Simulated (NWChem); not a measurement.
System: C₃HF₄, doublet; SMILES F/[C]=C/C(F)(F)F

```xyz
8

F     -0.0756    -2.8822    -0.0003
C      0.2308    -1.6120     0.0009
C     -0.5637    -0.5570    -0.0025
C     -0.0125     0.8307    -0.0001
F      1.3342     0.8425     0.0033
F     -0.4291     1.5213    -1.0849
F     -0.4345     1.5199     1.0835
H     -1.6476    -0.6602    -0.0069
```
Atoms are numbered in this order, from 1.

Results from NWChem. Spin-unrestricted. All runs use the structure optimised with B3LYP/6-31G* (spherical d), spin-unrestricted. Not confirmed as a minimum by frequencies. No stability test was run on the SCF state. Fermi-contact couplings, non-relativistic, static geometry.

For level BHandHLYP/IGLO-II:

A(iso) 19F atom 1 (MHz): 412
A(iso) 13C atom 2 (MHz): 635
A(iso) 13C atom 3 (MHz): 51.6
A(iso) 13C atom 4 (MHz): 17.4
A(iso) 1H atom 8 (MHz): 99.8

### Question
Estimate the same quantities for level B3LYP/IGLO-II.

### Answer
The A(iso) 19F atom 1 (MHz) is 343, the A(iso) 13C atom 2 (MHz) comes out as 585 and the A(iso) 13C atom 3 (MHz) is 65.5. The A(iso) 13C atom 4 (MHz) comes out as 14.9 and the A(iso) 1H atom 8 (MHz) is 95.9.
